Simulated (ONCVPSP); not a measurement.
**What one change does to a pseudopotential (V, ONCV)**

* Element: V
* Generator: ONCVPSP 4.0.1
* Type: optimised norm-conserving Vanderbilt (ONCV)
* Functional: BLYP
* Relativity: scalar-relativistic
* Frozen core: [Ne] 3s2
* Valence charge: 11
* Reference configuration: 3p6 3d3 4s2
* Partial waves: 4s: rc 2.45 bohr, ncon 4, nbas 7, qcut 3.2 1/bohr, 2 projectors, debl 1.1 Ha; 3p: rc 1.20 bohr, ncon 4, nbas 8, qcut 13.7 1/bohr, 2 projectors, debl 3.3 Ha; 3d: rc 1.60 bohr, ncon 4, nbas 8, qcut 11.7 1/bohr, 1 projector
* Local potential: polynomial inside 1.05 bohr (lpopt 4, dvloc0 1 Ha)
* Core correction: polynomial model core, fcfact 0.2

Change: s: nproj 1.

Cutoffs: the cutoffs (Ha) at which the residual kinetic energy of the hardest occupied pseudo-wave falls to 1 and 0.1 mHa per electron; they do not see the model core or the augmentation charge, which bear on the density cutoff. Errors are all-electron minus pseudo energies relative to the spin-unpolarised reference configuration.

**Question.** What does the change do?

**Answer.** The potential gets neither clearly harder nor softer (43 Ha and 56 Ha → 43 Ha and 56 Ha); both files keep a bound ghost (s); the number of tests with a reliable result goes from 3 to 1; the range in which the s phases agree narrows (upper end 2.5 → 1.3).

| quantity | base | changed |
| --- | --- | --- |
| cutoff, loose | 43 Ha | 43 Ha |
| cutoff, tight | 56 Ha | 56 Ha |
| bound ghosts | s | s |
| GHOST(+) flags under 300 eV | none | none |
| tests with a reliable result | 3 of 4 | 1 of 4 |
| error for 3p6 3d3 4s1, meV [ΔE 7.69 eV] | -6.0 | -4.9 |
| s: phases at 2.49 bohr within 0.05 rad from the reference energy up to (Ha; the scan ends near 5) | 2.5 | 1.3 |
| p: phases at 1.22 bohr within 0.05 rad from the reference energy up to (Ha; the scan ends near 5) | to the end of the scan | to the end of the scan |
| d: phases at 1.63 bohr within 0.05 rad from the reference energy up to (Ha; the scan ends near 5) | 1.7 | 1.7 |
| rms error of d²Exc/dni dnj with the model core, mHa | 1.30 | 1.30 |

 A true bound ghost makes a file unfit for plane-wave use even where its test errors are small: the radial tests pick states by their node count and pass the ghost by.
